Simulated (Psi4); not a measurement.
C2HO (SMILES [CH]=C=O), doublet (typed; the unrestricted solution is spin-contaminated), geometry from GFN2-xTB; Psi4 1.11 with MP2/3-21G.

Psi4 was given this input:
```
memory 2 GB

molecule {
0 2
C     0.02096193   -0.29118014   -1.19660672
C     0.00440730    0.00402097    0.01711055
H     0.10767277   -0.53985429   -2.20994473
O    -0.03248602    0.28285117    1.16086522
}

set {
  basis 3-21g
  reference uhf
}

energy('mp2')
print_variables()
```

Question: Write the output that Psi4 gives for this input, abridged.

Answer: 
```
    SCF Algorithm Type (re)set to DF.

   => Loading Basis Set <=

    Name: 3-21G
    Role: ORBITAL
    Keyword: BASIS

         ---------------------------------------------------------
                                   SCF
               by Justin Turney, Rob Parrish, Andy Simmonett
                          and Daniel G. A. Smith
                              UHF Reference
         ---------------------------------------------------------

  ==> Geometry <==

    Molecular point group: c1
    Full point group: C1

    Geometry (in Angstrom), charge = 0, multiplicity = 2:

       Center              X                  Y                   Z               Mass
    ------------   -----------------  -----------------  -----------------  -----------------
         C            0.023563342594    -0.304208333031    -1.249938483647    12.000000000000
         C            0.007008712594    -0.009007223031    -0.036221213647    12.000000000000
         H            0.110274182594    -0.552882483031    -2.263276493647     1.007825032230
         O           -0.029884607406     0.269822976969     1.107533456353    15.994914619570

  Running in c1 symmetry.

  Rotational constants: A =   4128.61441  B =      0.36520  C =      0.36517 [cm^-1]
  Rotational constants: A = 123772746.19034  B =  10948.41468  C =  10947.44631 [MHz]
  Nuclear repulsion =   52.916713913560066

  Charge       = 0
  Multiplicity = 2
  Electrons    = 21
  Nalpha       = 11
  Nbeta        = 10

  ==> Algorithm <==

  SCF Algorithm Type is DF.
  DIIS enabled.
  MOM disabled.
  Fractional occupation disabled.
  Guess Type is SAD.
  Energy threshold   = 1.00e-08
  Density threshold  = 1.00e-08
  Integral threshold = 1.00e-12

  ==> Primary Basis <==

  Basis Set: 3-21G
    Blend: 3-21G
    Number of shells: 17
    Number of basis functions: 29
    Number of Cartesian functions: 29
    Spherical Harmonics?: false
    Max angular momentum: 1

   => Loading Basis Set <=

    Name: (3-21G AUX)
    Role: JKFIT
    Keyword: DF_BASIS_SCF

  ==> Integral Setup <==

  SCF_SUBTYPE=INCORE selected. In-core MEM_DF algorithm will be used.
  Using in-core AOs.

  ==> MemDFJK: Density-Fitted J/K Matrices <==

    J tasked:                   Yes
    K tasked:                   Yes
    wK tasked:                   No
    Algorithm:                 Core
    Schwarz Cutoff:           1E-12
    Mask sparsity (%):       0.4756
    Fitting Condition:        1E-10

   => Auxiliary Basis Set <=

  Basis Set: (3-21G AUX)
    Blend: DEF2-UNIVERSAL-JKFIT
    Number of shells: 81
    Number of basis functions: 291
    Number of Cartesian functions: 291
    Spherical Harmonics?: false
    Max angular momentum: 4

  Minimum eigenvalue in the overlap matrix is 3.0251002812E-03.
  Reciprocal condition number of the overlap matrix is 8.9904063279E-04.
    Using symmetric orthogonalization.

  ==> Pre-Iterations <==

  SCF Guess: Superposition of Atomic Densities via on-the-fly atomic UHF (no occupation information).

   -------------------------
    Irrep   Nso     Nmo
   -------------------------
     A         29      29
   -------------------------
    Total      29      29
   -------------------------

  ==> Iterations <==

                           Total Energy        Delta E     RMS |[F,P]|

   @DF-UHF iter SAD:  -149.43296066678971   -1.49433e+02   0.00000e+00
   @DF-UHF iter   1:  -150.19459251967970   -7.61632e-01   9.42390e-03 DIIS/ADIIS
   @DF-UHF iter   2:  -150.22025739088298   -2.56649e-02   6.77772e-03 DIIS/ADIIS
   @DF-UHF iter   3:  -150.23438673577473   -1.41293e-02   1.59961e-03 DIIS/ADIIS
   @DF-UHF iter   4:  -150.23696638159225   -2.57965e-03   9.54495e-04 DIIS/ADIIS
   @DF-UHF iter   5:  -150.23832793389744   -1.36155e-03   6.42194e-04 DIIS/ADIIS
   @DF-UHF iter   6:  -150.23981711896187   -1.48919e-03   4.03466e-04 DIIS/ADIIS
   @DF-UHF iter   7:  -150.24067544959689   -8.58331e-04   1.81727e-04 DIIS/ADIIS
[...]

[...]
    Alpha Virtual:

[...]
    Beta Occupied:

[...]
      10A     -0.357717

    Beta Virtual:

[...]
      29A      3.931014

    Final Occupation by Irrep:
              A
    DOCC [    10 ]
    SOCC [     1 ]
    NA   [    11 ]
    NB   [    10 ]

  @DF-UHF Final Energy:  -150.24087060489211

   => Energetics <=

    Nuclear Repulsion Energy =             52.9167139135600664
    One-Electron Energy =                -308.4597432151377916
    Two-Electron Energy =                 105.3021586966856233
    Total Energy =                       -150.2408706048921090

  UHF NO Occupations:
  HONO-2 :    9  A 1.9894145
  HONO-1 :   10  A 1.9536929
  HONO-0 :   11  A 1.0000000
  LUNO+0 :   12  A 0.0463071
  LUNO+1 :   13  A 0.0105855
  LUNO+2 :   14  A 0.0027916
  LUNO+3 :   15  A 0.0007465

Computation Completed

Properties will be evaluated at   0.000000,   0.000000,   0.000000 [a0]

Properties computed using the SCF density matrix

 Multipole Moments:

 ------------------------------------------------------------------------------------
     Multipole            Electronic (a.u.)      Nuclear  (a.u.)        Total (a.u.)
 ------------------------------------------------------------------------------------

 L = 1.  Multiply by 2.5417464519 to convert [e a0] to [Debye]
 Dipole X            :         -0.0279933            0.1032351            0.0752418
 Dipole Y            :          0.3299258           -0.5170140           -0.1870882
 Dipole Z            :          1.3553026           -2.1164309           -0.7611283
 Magnitude           :                                                    0.7873879

 ------------------------------------------------------------------------------------

  //>>>>>>>>>>>>>>>>>>>>>>>>>>>>>>>>>>>//
  //               DFMP2               //
  //<<<<<<<<<<<<<<<<<<<<<<<<<<<<<<<<<<<//

   => Loading Basis Set <=

    Name: (3-21G AUX)
    Role: RIFIT
    Keyword: DF_BASIS_MP2

	 --------------------------------------------------------
	                          DF-MP2
	      2nd-Order Density-Fitted Moller-Plesset Theory

	        Rob Parrish, Justin Turney, Andy Simmonett,
	           Ed Hohenstein, and C. David Sherrill
	 --------------------------------------------------------

	 --------------------------------------------------------
	                 NBF =    29, NAUX =   158
	 --------------------------------------------------------
	   CLASS    FOCC     OCC    AOCC    AVIR     VIR    FVIR
	   ALPHA       0      11      11      18      18       0
	    BETA       0      10      10      19      19       0
	 --------------------------------------------------------

	-----------------------------------------------------------
	 ==================> DF-MP2 Energies <====================
	-----------------------------------------------------------
	 Reference Energy          =    -150.2408706048921090 [Eh]
	 Singles Energy            =      -0.0000000000000000 [Eh]
	 Same-Spin Energy          =      -0.0721632971637928 [Eh]
	 Opposite-Spin Energy      =      -0.1987243019185378 [Eh]
	 Correlation Energy        =      -0.2708875990823305 [Eh]
	 Total Energy              =    -150.5117582039744377 [Eh]
	-----------------------------------------------------------
	 ================> DF-SCS-MP2 Energies <==================
	-----------------------------------------------------------
	 SCS Same-Spin Scale       =       0.3333333333333333 [-]
	 SCS Opposite-Spin Scale   =       1.2000000000000000 [-]
	 SCS Same-Spin Energy      =      -0.0240544323879309 [Eh]
	 SCS Opposite-Spin Energy  =      -0.2384691623022453 [Eh]
	 SCS Correlation Energy    =      -0.2625235946901762 [Eh]
	 SCS Total Energy          =    -150.5033941995822886 [Eh]
	-----------------------------------------------------------

  Variable Map:
  ----------------------------------------------------------------------------
[...]
  Array Variable Map:
  ----------------------------------------------------------------------------
[...]
[...]
```
